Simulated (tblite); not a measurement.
CH3Cl3Sn, singlet, at a GFN2-xTB geometry (such geometries of metal compounds can be far from the true shape); GFN1-xTB in tblite.

tblite was given this input:
```
$ tblite run mol.xyz --method gfn1 --charge 0 --spin 0 --grad --json tblite.json --no-restart

# file mol.xyz
8

C     -2.41212915    -0.34622344     0.10505406
Sn    -0.21833744    -0.03133893     0.00950912
Cl     0.79533054    -1.34150917    -1.62327159
Cl     0.34073294     2.17314023    -0.47809076
Cl     0.83990515    -0.54801165     2.01530413
H     -2.58135026    -1.34002271     0.49965153
H     -2.82167332     0.41302867     0.75911044
H     -2.79879609    -0.25024899    -0.90155287
```

The log (banner, timings and long lists left out):

```
xTB calculator
 | screened Coulomb repulsion
 | Coulomb electrostatics
 |  * isotropic Klopman-Ohno-Mataga-Nishimoto electrostatics
 |  * onsite third-order electrostatics
 | DFT-D3(BJ) dispersion correction

halogen bonding energy    0.0000000000000E+00 Eh
repulsion energy          6.6939473158970E-02 Eh
dispersion energy        -3.9441730858654E-03 Eh
number of electrons       3.2000000000000E+01 e
integral cutoff           2.8182813135037E+01 bohr

------------------------------------------------------------
  cycle        total energy    energy error   density error
------------------------------------------------------------
      1     -19.04868243829  -1.9111678E+01   3.7281171E-01
      2     -19.06936535443  -2.0682916E-02   2.3870287E-01
      3     -19.06801462036   1.3507341E-03   7.1889130E-02
      4     -19.07196345902  -3.9488387E-03   8.1109342E-03
      5     -19.07197001860  -6.5595770E-06   1.8172416E-03
      6     -19.07197121099  -1.1923914E-06   9.6224693E-05
      7     -19.07197121668  -5.6914047E-09   4.0551922E-05
      8     -19.07197121756  -8.7955598E-10   8.0326509E-06
------------------------------------------------------------

electronic energy        -1.9134966517635E+01 Eh
total energy             -1.9071971217562E+01 Eh

Post processing:
 | Mayer-Wiberg bond orders

[Info] Tight-binding results written to 'tblite.txt'
[Info] JSON dump of results written to 'tblite.json'
```
